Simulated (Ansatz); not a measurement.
Abridged output of a molecular run in Ansatz:

```
Functional definition: HF
1835 factors; integrals over basis functions are off by at most 1.1e-3 eV
mean field evaluation 1: about -48132.3592 eV, gradient 5.7e1 eV
mean field evaluation 2: about -48132.3815 eV, gradient 5.7e1 eV
mean field evaluation 4: about -48139.0705 eV, gradient 4.0e0 eV
mean field evaluation 8: about -48139.1319 eV, gradient 1.3e-4 eV
mean field -48139.13186218 eV, -1769.0804660595 hartree, gradient 8.9e-7 eV, S^2 0.000000; 0 other end points of the search recorded, 0 dependent functions left out
27 core orbitals not correlated: weight in the atoms' cores, before any rotation towards them, 1.000 or more for the frozen orbitals, at most 0.000 for the correlated occupied ones
reference -48139.13186218 eV, -1769.0804660595 hartree; 30, 30 occupied and 128, 128 virtual orbitals, 1835 factors
second order -29.63296883 eV of doubles, -0.00000000 eV of singles
cycle   1  -30.65930130 eV  change    -1.0e0 eV  update   1.5e-1
cycle   2  -31.57224983 eV  change   -9.1e-1 eV  update   4.4e-2
cycle   3  -31.82321724 eV  change   -2.5e-1 eV  update   2.3e-2
cycle   4  -31.81160696 eV  change    1.2e-2 eV  update   4.6e-3
cycle   5  -31.80883595 eV  change    2.8e-3 eV  update   1.9e-3
cycle   6  -31.80951449 eV  change   -6.8e-4 eV  update   5.4e-4
cycle   7  -31.80919784 eV  change    3.2e-4 eV  update   2.3e-4
cycle   8  -31.80909736 eV  change    1.0e-4 eV  update   7.8e-5
cycle   9  -31.80913158 eV  change   -3.4e-5 eV  update   3.3e-5
perturbative correction -0.76081639 eV, -0.0279594866 hartree
Total energy: -48171.70181014 eV, -1770.2773895705 hartree
```

Its atoms:

Cartesian coordinates in Å:
```
Si -0.480 -0.656 2.764
O -0.226 -0.885 1.155
Sn 0.424 0.172 -0.311
Cl 2.187 1.484 0.350
O -1.013 1.256 -0.974
Si -2.433 1.788 -0.337
O 0.963 -1.010 -1.716
Si 2.392 -1.454 -2.402
H -1.907 -0.925 3.068
H -0.151 0.744 3.149
H 0.380 -1.589 3.533
H -3.553 0.934 -0.807
H -2.384 1.741 1.151
H -2.649 3.188 -0.778
H 3.353 -1.909 -1.362
H 2.993 -0.314 -3.142
H 2.102 -2.565 -3.339
```

Question: Which basis set was used?
A. def2-SVP
B. cc-pV(Q+d)Z
C. def2-SVPD
D. def2-QZVPP

Answer: A. It gives 185 functions.

Question: Write the keys of the input that set method, charge and spin (a neutral closed shell needs none for the last two).

Answer: 
```yaml
correlation: {method: ccsd_t}
```
